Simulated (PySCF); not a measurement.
C₄H₁₂GeO, singlet, at a GFN2-xTB geometry, atoms displaced at random by about 0.03 Å a coordinate; R2SCAN/STO-3G, gradient (PySCF).

PySCF was given this input:
```python
from pyscf import gto, scf, dft

mol = gto.Mole()
mol.atom = '''
    C    -2.350146   -0.814173    0.913369
    C    -1.495009    0.450653    0.901554
    Ge    0.264236    0.150165   -0.094463
    C     1.428413    1.731855   -0.029714
    C     1.212515   -1.514267    0.553991
    O    -0.027479   -0.042367   -1.865755
    H    -3.273894   -0.605204    1.349042
    H    -1.867772   -1.588364    1.452899
    H    -2.584894   -1.144950   -0.178689
    H    -1.221741    0.662640    1.860933
    H    -2.015535    1.281557    0.350242
    H     2.307669    1.506716   -0.625355
    H     1.756652    1.952930    0.932402
    H     0.959213    2.555826   -0.470011
    H     0.574204   -2.417820    0.371472
    H     2.107763   -1.741925    0.016718
    H     1.430726   -1.485319    1.593557
    H    -0.488226   -0.755115   -2.105040
'''
mol.basis = 'sto-3g'
mol.charge = 0
mol.spin = 0
mol.verbose = 4
mol.build()

mf = dft.RKS(mol)
mf.xc = 'r2scan'
mf.kernel()
g = mf.nuc_grad_method()
grad = g.kernel()
```

What the program printed (banner, timings and long lists left out):

```
PySCF version 2.14.0

[INPUT] verbose = 4
[INPUT] num. atoms = 18
[INPUT] num. electrons = 76
[INPUT] charge = 0
[INPUT] spin (= nelec alpha-beta = 2S) = 0
[INPUT] symmetry False subgroup None
[INPUT] Mole.unit = angstrom
[INPUT] Symbol           X                Y                Z      unit          X                Y                Z       unit  Magmom
[...]
nuclear repulsion = 500.986166112082
number of shells = 35
number of NR pGTOs = 165
number of NR cGTOs = 55
basis = sto-3g
ecp = {}

******** <class 'pyscf.dft.rks.RKS'> ********
method = RKS
initial guess = minao
damping factor = 0
level_shift factor = 0
DIIS = <class 'pyscf.scf.diis.CDIIS'>
diis_start_cycle = 1
diis_space = 8
diis_damp = 0
SCF conv_tol = 1e-09
SCF conv_tol_grad = None
SCF max_cycles = 50
direct_scf = True
direct_scf_tol = 1e-13
XC library pyscf.dft.libxc version 7.1.2
    S. Lehtola, C. Steigemann, M. J. T. Oliveira, and M. A. L. Marques,  SoftwareX 7, 1–5 (2018)
XC functionals = r2scan
    J. W. Furness, A. D. Kaplan, J. Ning, J. P. Perdew, and J. Sun,  J. Phys. Chem. Lett. 11, 8208–8215 (2020)
    J. W. Furness, A. D. Kaplan, J. Ning, J. P. Perdew, and J. Sun,  J. Phys. Chem. Lett. 11, 9248–9248 (2020)
    J. W. Furness, A. D. Kaplan, J. Ning, J. P. Perdew, and J. Sun,  J. Phys. Chem. Lett. 11, 8208–8215 (2020)
    J. W. Furness, A. D. Kaplan, J. Ning, J. P. Perdew, and J. Sun,  J. Phys. Chem. Lett. 11, 9248–9248 (2020)
radial grids:
    Treutler-Ahlrichs [JCP 102, 346 (1995); DOI:10.1063/1.469408] (M4) radial grids

becke partition: Becke, JCP 88, 2547 (1988); DOI:10.1063/1.454033
pruning grids: <function nwchem_prune>
grids dens level: 3
symmetrized grids: False
atomic radii adjust function: <function treutler_atomic_radii_adjust>
small_rho_cutoff = 0
Set gradient conv threshold to 3.16228e-05
Initial guess from minao.
tot grids = 208896
init E= -2282.76638764966
[...]
cycle= 1 E= -2284.75574180521  delta_E= -1.99  |g|= 0.694  |ddm|= 4.84
[...]
cycle= 2 E= -2284.7572826911  delta_E= -0.00154  |g|= 0.713  |ddm|= 2.44
[...]
cycle= 3 E= -2284.93413377265  delta_E= -0.177  |g|= 0.163  |ddm|= 1.46
[...]
cycle= 4 E= -2284.9432329894  delta_E= -0.0091  |g|= 0.0349  |ddm|= 0.309
[...]
cycle= 5 E= -2284.9436411754  delta_E= -0.000408  |g|= 0.00451  |ddm|= 0.0632
[...]
cycle= 6 E= -2284.94364805862  delta_E= -6.88e-06  |g|= 0.00182  |ddm|= 0.0107
[...]
cycle= 7 E= -2284.94364913345  delta_E= -1.07e-06  |g|= 9.63e-05  |ddm|= 0.00271
[...]
cycle= 8 E= -2284.943649136  delta_E= -2.55e-09  |g|= 4.49e-05  |ddm|= 0.000201
[...]
cycle= 9 E= -2284.9436491367  delta_E= -6.97e-10  |g|= 6.26e-06  |ddm|= 7.72e-05
[...]
Extra cycle  E= -2284.9436491367  delta_E= -4.55e-13  |g|= 8.21e-06  |ddm|= 2.34e-05
converged SCF energy = -2284.9436491367

******** <class 'pyscf.grad.rks.Gradients'> for <class 'pyscf.dft.rks.RKS'> ********
unit = Eh/Bohr
grid_response = False
--------------- RKS gradients ---------------
         x                y                z
0 C    -0.0063524514    -0.0028399685     0.0829085902
1 C    -0.0286141371     0.0134557587     0.1050654266
2 Ge     0.0025564587     0.0150415766     0.0147599572
3 C     0.0176378000     0.0777302227     0.0312514073
4 C     0.0559409251    -0.0099156080     0.0323038100
5 O    -0.1170275940    -0.1797651321    -0.0789015272
6 H     0.0475726756    -0.0066449969    -0.0255255254
7 H    -0.0136703653     0.0279430649    -0.0132628932
8 H    -0.0115056385    -0.0060007296    -0.0422512820
9 H    -0.0112563967    -0.0301095328    -0.0708509352
10 H    -0.0068004737     0.0108034892    -0.0209688304
11 H    -0.0076138405    -0.0002618341     0.0045604731
12 H    -0.0115858143    -0.0128627553    -0.0462515237
13 H     0.0201541615    -0.0367926142     0.0144641822
14 H    -0.0042010947    -0.0160655730    -0.0065219759
15 H    -0.0231982443    -0.0053697387     0.0117139997
16 H    -0.0063474160    -0.0023251927    -0.0280067056
17 H     0.1036979178     0.1626921828     0.0353168549
----------------------------------------------
```
